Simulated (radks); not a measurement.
Results of a calculation; reference values are marked as such.
Question: F, 9 electrons, occupied as [He] 2s1 2p5 3p1 (not the ground configuration). Level of theory: scalar-relativistic Kohn-Sham, PBE, spin-polarised, spherical densities, point nucleus; open shells are filled with parallel spins first (a radial shooting solver on a logarithmic mesh with Libxc functionals). Some entries of the table are withheld. Estimate them.

orbital,occ.,eigenvalue (eV),r(max) (bohr)
1s up,1,-679.2797,0.1143
1s down,1,-677.5245,0.1143
2s up,1,-43.9875,0.7501
2s down,0,-39.6334,0.7577
2p up,3,-24.7597,(1)
2p down,2,-20.6975,(2)
3s up,0,-3.4175,3.752
3p up,1,-1.6312,5.015

Answer: 
(1) 2p up r(max) (bohr): 0.6801
(2) 2p down r(max) (bohr): 0.6896
